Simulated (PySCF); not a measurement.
SMILES [CH]([Te]C(C)C)C (C5H11Te), doublet, GFN2-xTB optimised geometry.

```
17

C     -0.71     2.01     0.85
C     -1.51     1.08     0.00
Te    -1.28    -0.98     0.00
C      0.91    -0.98     0.00
C      1.43    -0.29    -1.24
C      1.40    -2.41     0.10
H      0.30     1.65     1.00
H     -1.17     2.15     1.83
H     -0.67     2.99     0.38
H     -2.52     1.40    -0.21
H      1.23    -0.43     0.89
H      2.52    -0.24    -1.22
H      1.14    -0.85    -2.14
H      1.04     0.72    -1.32
H      2.49    -2.44     0.13
H      1.02    -2.89     1.00
H      1.07    -2.99    -0.76
```

Density from unrestricted PBE0/def2-SVP, def2 effective core potentials past Kr in PySCF at that geometry. The core electrons that the potentials of Te replace are not part of the density.

Minimum of the electron density along straight lines between bonded atoms, close to the bond critical point (lines longer than 1.1 times the sum of covalent radii, or with two minima, are not listed):

```
bond    length / Å  ρ at the minimum / e bohr⁻³  ∇²ρ there / e bohr⁻⁵  position (fraction from the first atom)
------  ----------  ---------------------------  --------------------  ---------------------------------------
C1–C2        1.489                        0.255                 -0.58                                     0.49
C2–Te3       2.074                            …                     …                                     0.49
Te3–C4       2.195                        0.106                     …                                     0.51
C4–C5        1.515                        0.248                 -0.57                                     0.51
C4–C6        1.516                        0.248                 -0.57                                     0.51
C1–H7        1.087                        0.277                 -1.02                                     0.63
C1–H8        1.096                        0.270                 -0.96                                     0.62
C1–H9        1.091                        0.273                 -0.99                                     0.63
C2–H10       1.080                        0.280                 -1.04                                     0.63
C4–H11       1.090                        0.279                 -1.03                                     0.63
C5–H12       1.091                        0.274                 -0.99                                     0.62
C5–H13       1.088                        0.276                 -1.02                                     0.63
C5–H14       1.088                        0.277                 -1.02                                     0.63
C6–H16       1.089                        0.276                 -1.01                                     0.63
C6–H17       1.089                        0.276                 -1.01                                     0.63
```

Problem. Complete the blanks.

Solution. 
- C2–Te3, ρ at the minimum / e bohr⁻³: 0.123
- C2–Te3, ∇²ρ there / e bohr⁻⁵: 0.05
- Te3–C4, ∇²ρ there / e bohr⁻⁵: 0.00
